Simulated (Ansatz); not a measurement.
Two spin states of ScCl, each at its own minimum; 2S+1 = 1, 3 were tried, and the measured ground state has 1. No spin–orbit coupling. Sc is treated without relativity.

Each state is the lowest solution found for its spin in def2 and cc sets. The singlet is a restricted closed-shell determinant, which can mix singlet states where a π or δ shell is part-filled.

Correlated levels freeze the inner cores; with def2 sets outer-core shells near the valence are correlated too.

The values were computed with Ansatz (Gaussian basis) for Hartree–Fock, density functionals and correlated methods. Each number belongs to the level named beside it.

PBE/def2-TZVPP gives -21.7 kJ/mol for the energy of the multiplicity-3 state above the multiplicity-1 state.

Q: Predict the shift from PBE, with its sign, for: PBE0/def2-TZVPP, wB97X-V/def2-TZVPP, CCSD(T)/def2-TZVPP.

A: PBE0/def2-TZVPP -14.7; wB97X-V/def2-TZVPP 0.9; CCSD(T)/def2-TZVPP 45.2 kJ/mol. 2 of 3 lie above PBE; the widest gap is to CCSD(T)/def2-TZVPP.

Doubts at one or more of the structures used: a restricted determinant that unrestricted orbitals would lower (CCSD(T)/def2-TZVPP).

Ansatz is an electronic-structure program.
